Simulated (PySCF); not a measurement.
## Dipole moment and polarisability of `C[S@](=O)c1cnoc1`

Species: C₄H₅NO₂S.
Atom-mapped SMILES: `[CH3:1][S@:2](=[O:3])[c:4]1[cH:5][n:6][o:7][cH:8]1` (hydrogens: H9, H10, H11 on C1; H12 on C5; H13 on C8)

Geometry (PBE0-D3(BJ)/def2-SVP, Å), atoms numbered from 1 in this order:
```
atom  x, y, z in Å
C1     1.9587    0.6336   -0.0159
S2     1.1456   -0.9895    0.0534
O3     1.2511   -1.5694   -1.3258
C4    -0.5248   -0.3811    0.1710
C5    -1.2679    0.2673    1.1963
N6    -2.5164    0.4243    0.8431
O7    -2.6317   -0.1222   -0.3992
C8    -1.4579   -0.6022   -0.7981
H9     1.5711    1.1620   -0.8978
H10    3.0328    0.4323   -0.1296
H11    1.7709    1.1965    0.9098
H12   -0.9388    0.6271    2.1715
H13   -1.3968   -1.0842   -1.7717
```

Level: CAM-B3LYP/def2-SVPD (PySCF), static field, nuclei fixed, core orbitals frozen in the response. The polarisability tensor in these axes (au):

```
x   94.22 -2.08 -1.29
y   -2.08 66.63 11.02
z   -1.29 11.02 74.29
```

Q: What are the eigenvalues, a third of the trace, and Δα (Δα² = ½Σ(αi − αj)² over the three pairs)?

A: Principal values 58.77, 81.72 and 94.65 au; mean 78.38 au = 11.61 Å³ = 12.92 × 10⁻⁴⁰ C²·m²/J; Δα = 31.47 au (40 % of the mean).

Q: What is the dipole moment, and where does it point?

A: (1.95, 2.03, 1.89) D, 3.39 D in size, pointing from the negative to the positive side. Measured along this direction, the outermost atoms are H13 at the negative end and H11 at the positive end.

Q: Form Σ f/ω² (atomic units) for the 6 lowest TDDFT singlets, given as eV and f, and set it beside the mean polarisability, which is this sum over all singlets: 5.71, 0.0451; 5.87, 0.0316; 6.23, 0.0505; 6.43, 0.0229; 6.73, 0.0400; 6.77, 0.0160.

A: They add up to 3.99 au, 5.1 % of the 78.38 au; the largest single term is 1.02 au, from the state at 5.71 eV. Terms in order: 1.02, 0.68, 0.96, 0.41, 0.65, 0.26 au. Higher excitations give the rest. The strengths listed sum to 0.206.

Q: Give the principal axes and the span of the nuclei along them.

A: Largest value along (0.98, -0.12, -0.13), where the nuclei span 5.58 Å; middle along (0.18, 0.56, 0.81), 4.23 Å; least along (0.03, 0.82, -0.58), 2.32 Å. The response follows the extents in order.

Q: What are the principal values of the traceless quadrupole moment, Θ = ½Σq(3rr − r²1), about the centre of nuclear charge?

A: -19.43, 5.18, 14.25 D·Å. The values depend on the origin, since the dipole doesn't vanish. The electronic extent ⟨r²⟩ about the same centre is 1111 bohr², a root-mean-square distance of 2.14 Å for the 68 electrons.

Q: Molar refractivity from α?

A: Lorentz–Lorenz: R = (4π/3)N_A α = 2.5225 cm³/(mol·Å³) × 11.61 Å³ = 29.3 cm³/mol, in the limit of long wavelengths.

Q: Refractivity n − 1 of an ideal gas of it at 500 K and 1 atm, from the electronic α?

A: N = p/kT = 1.4678 × 10¹⁹ cm⁻³, so n − 1 = 2π × N × 11.61 × 10⁻²⁴ cm³ = 1071 × 10⁻⁶ at long wavelengths, for an ideal gas.

Isolated species at its PBE0-D3(BJ)/def2-SVP geometry (one conformer only).
